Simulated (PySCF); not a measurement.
A geometry optimisation on `C#CC=C=C([SiH3])C#C`.

Method: PBE0-D3(BJ)/def2-SVP geometry optimisation, gas phase (PySCF 2.14.0). Start geometry: GFN2-xTB. A driver script takes a list of jobs; this job's settings line and coordinates (Å) are shown.

Input:
```
{"job": {"xc": "PBE0", "basis": "def2-SVP", "d3": "d3bj", "grid": 2, "kind": "geom"}, "charge": 0, "multiplicity": 1}
C      3.699374     0.618463    -0.246545
C      2.738840     0.124608     0.277705
C      1.621663    -0.469608     0.905109
C      0.391067    -0.217740     0.548313
C     -0.830000    -0.034116     0.132913
Si    -1.592531    -1.142023    -1.214693
C     -1.655562     0.988704     0.649068
C     -2.394162     1.840927     1.061494
H      4.538853     1.049103    -0.704368
H      1.836892    -1.146025     1.725473
H     -1.945684    -0.292613    -2.353725
H     -0.593277    -2.144905    -1.581867
H     -2.792308    -1.768101    -0.654335
H     -3.023843     2.592853     1.433291
```

Output:
```
step   0  E = -558.90148577  max force = 0.017007
step   1  E = -558.90519953  max force = 0.002637
step   2  E = -558.90524688  max force = 0.001124
step   3  E = -558.90525726  max force = 0.000793
step   4  E = -558.90526317  max force = 0.000240
optimisation converged
```

Energies in Eh; «max force» is the largest Cartesian gradient component in Eh/bohr.

Task: Give the first gradient maximum in eV/Å.

Result: With 1 Eh/bohr = 51.422 eV/Å, 0.875 eV/Å.

Task: How much energy does the optimisation release, in eV?

Result: E(step 0) − E(last step) = 0.003777 Eh, which is 0.103 eV.

Summary of the converged run: final energy -558.90526 Eh after 4 steps; dipole 0.30 D.

Task: Estimate the wall time. Hardware: an Intel Xeon Platinum 8488C with one thread, shared host with 96 logical CPUs at a one-minute load of 17. And the peak memory of the process?

Result: About 42 s, with 0.72 GiB resident at the peak, the Python interpreter and its libraries included.
Labels such as C1 count atoms from 1, the log's own numbers from 0.
